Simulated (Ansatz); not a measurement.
`BC[SiH2]Cl` + silanol → `BO[SiH3]` + `C[SiH2]Cl` at 500 K and 1 bar (ligand exchange at a B–C bond).

Gas-phase electronic energies from Ansatz, PBE0-D4/def2-TZVP geometries. CBS: MP2 limit from def2 TZ/QZ plus the TZ coupled-cluster correction, frozen cores. Each species was taken in one conformer, which may not be the lowest.

```tsv
species	CCSD(T)/CBS energy (Eh)	H − E (kJ/mol)	S (J/(mol·K))
`BC[SiH2]Cl`	-815.35378	218.1	396.2
`O[SiH3]`	-366.69042	127.5	292.9
`BO[SiH3]`	-392.11480	167.4	338.5
`C[SiH2]Cl`	-789.97638	179.1	344.9
```

H − E and S are ideal-gas, rigid-rotor, harmonic terms from PBE0-D4/def2-TZVP, for one conformer and one mirror image of each species. 1 Eh = 2625.50 kJ/mol, R = 8.31446 J/(mol·K).

Q: By hand: ΔE, ΔH, ΔS and ΔG.

A: ΔE = (-392.11480) + (-789.97638) − (-815.35378) − (-366.69042) = -0.04698 Eh = -123.3 kJ/mol. Δ(H − E) = 167.4 + 179.1 − 218.1 − 127.5 = 0.9, so ΔH = -122.4 kJ/mol. ΔS = 338.5 + 344.9 − 396.2 − 292.9 = -5.7 J/(mol·K). ΔG = -122.4 − 500 × (-5.7)/1000 = -119.6 kJ/mol.

Q: By hand: the equilibrium constant, and the temperature at which ΔG would vanish if ΔH and ΔS stayed fixed.

A: log₁₀ K = −ΔG/(RT ln 10) = 12.5. ΔG = 0 at ΔH/ΔS = 21474 K, far beyond where these terms or the molecules hold.

The number of gas molecules stays the same, so ΔS is small and ΔH decides. A doubt of 5 kJ/mol in ΔE shifts log₁₀ K by 0.5 here. Other conformers and mirror images would add mixing entropy, several J/(mol·K) or more a flexible species. Modes under 60 cm⁻¹, often nearly free rotors, make the harmonic entropy too high. These are equilibria of isolated gas molecules and say nothing of rates. Largest T1 diagnostic: 0.013 (customary marks: 0.02 for closed shells, 0.045 for open ones).
